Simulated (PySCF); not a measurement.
Computed IR spectrum (relative IR intensity) of a molecule C₂H₇BOS. Geometry: PBE0-D3(BJ)/def2-SVP. One conformer was computed; it need not be the lowest. Level of theory: PBE0-D3(BJ)/def2-SVP run with PySCF. Frequencies are harmonic and unscaled.

Lines under 2 % of the strongest are left out, and lines within 2 cm⁻¹ are merged.

ν (cm⁻¹): 131 (vw), 405 (w), 539 (s), 608 (w), 868 (w), 940 (vs), 963 (vw), 978 (vw), 1197 (vs), 1303 (s), 1332 (w), 1394 (vs), 1437 (vw), 1440 (vw), 1443 (w), 1449 (m), 3046 (vw), 3078 (w), 3128 (vw), 3167 (vw), 3903 (s) (against the strongest line: vs over 80 %, s over 45 %, m over 15 %, w over 4 %, vw less)

Q: Which structure fits?
A. COB(C)S
B. COBSC
C. CSB(C)O

A: C, CSB(C)O
